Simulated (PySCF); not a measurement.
# NMR parameters of Cu(CO)H

Cu(CO)H, CHCuO, point group C∞v.

Cartesian coordinates in Å; atom numbers follow the order of the lines, from 1:
```xyz
4

Cu   -0.0144    0.0145   -0.8242
C     0.0027    0.0011    1.0254
O     0.0262   -0.0232    2.1541
H    -0.0144    0.0076   -2.3552
```

GIAO calculations in PySCF on the PBE0-D3(BJ)/def2-SVP structure: isolated species, non-relativistic, equivalent atoms averaged; basis pcSseg-1 (pcSseg-2 on Cu).

Question: Give the isotropic shieldings (ppm) with B3LYP, PBE, PBE0.

Answer: 
```tsv
atoms	environment	B3LYP	PBE	PBE0
Cu1	Cu bonded to C, H	794	511	843
O3	oxygen bonded to C	-29.4	-10.1	-30.1
C2	acylium carbon	11.6	23.4	14.4
H4	hydrogen on a Cu bonded to C	30.37	30.68	30.14
HOMO–LUMO gap (eV)	–	4.29	2.73	4.66
```

Question: And the chemical shifts, against references computed in the same way?

Answer: 
```tsv
atoms	nucleus, reference	B3LYP	PBE	PBE0
O3	17O, H2O	363.4	344.8	364.6
C2	13C, TMS	167.6	156.6	170.0
H4	1H, TMS	1.01	0.52	1.13
```

Question: Which part of the shielding of Cu1 depends on the functional?

Answer: Diamagnetic: B3LYP 2403, PBE 2402, PBE0 2404 ppm; paramagnetic: B3LYP -1609, PBE -1891, PBE0 -1560 ppm. The diamagnetic part, set mainly by inner electrons, hardly moves; the paramagnetic part goes with low-lying magnetically allowed excitations and carries the spread.

Question: What couplings does PBE/pcJ-1 (pcSseg-1 on Cu) give?

Answer: 1J(C2,O3) = 24.4, 2J(C2,H4) = 61.2, 3J(O3,H4) = -4.7 Hz (averaged over equivalent pairs; isotopes 13C, 17O, 1H).

Unscaled 17O shifts of doubly bonded oxygen tend to come out too high, by tens of ppm or more. Experimental scales use liquid or dissolved standards, which lie at an offset from isolated H2O (liquid H2O: subtract about 36 ppm).
